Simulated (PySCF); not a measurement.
Correlation energy of Hg⁵²⁺ (mercury, charge +52)

Starting occupation: [Ar] 3d10. Calculation: PySCF 2.14, in an uncontracted even-tempered set (18 s from 4.9 bohr⁻², ratio 2.6; 15 p from 6.4 bohr⁻², ratio 2.6; 10 d from 6.4 bohr⁻², ratio 2.6; 5 f from 6.6 bohr⁻², ratio 2.8); X2C-1e with screened-nucleus spin-orbit coupling, Gaussian nucleus. Frozen: [Ar]; 10 electrons correlated; the 98 highest virtual spinors left out.

MP2 pair energies summed by pair of shells (mhartree):

| pair | energy | share (%) |
| --- | --- | --- |
| 3d3/2-3d5/2 | -189.66 | 49.6 |
| 3d5/2-3d5/2 | -134.32 | 35.2 |
| 3d3/2-3d3/2 | -58.11 | 15.2 |

Total MP2 correlation energy: -382.09 mhartree.

The virtual space was cut to 70 spinors, which keep -377.70 of the -382.09 mhartree of MP2 correlation.

```tsv
level	correlation energy (mhartree)
CCSD	-374.50
(T)	-0.13
CCSD(T)	-374.63
```

Diagnostics: T1 = 4.1e-05, largest double amplitude 0.004.

Cost of the coupled-cluster step: about 70 core-seconds, for 10 occupied and 70 virtual spinors.

Iterations:

```
Init t2, MP2 energy = -0.377702753982402
CCSD nocc = 10, nmo = 80
Init t2, MP2 energy = -0.377702753982402
Init E_corr(GCCSD) = -0.377702753982402
cycle = 1  E_corr(GCCSD) = -0.37444221457522  dE = 0.00326053941  norm(t1,t2) = 0.000461399
cycle = 2  E_corr(GCCSD) = -0.374501545018726  dE = -5.93304435e-05  norm(t1,t2) = 9.88843e-06
cycle = 3  E_corr(GCCSD) = -0.374501346921315  dE = 1.98097411e-07  norm(t1,t2) = 3.60723e-07
cycle = 4  E_corr(GCCSD) = -0.374501376691146  dE = -2.97698307e-08  norm(t1,t2) = 1.11686e-08
cycle = 5  E_corr(GCCSD) = -0.374501376867365  dE = -1.76219261e-10  norm(t1,t2) = 1.25472e-10
GCCSD converged
E(GCCSD) = -17566.73295108772  E_corr = -0.374501376867365
```

At this charge the one-electron X2C treatment keeps the bare 1/r₁₂, with no two-electron picture change or Breit term. The effect here is smaller than on the frozen 1s shell.
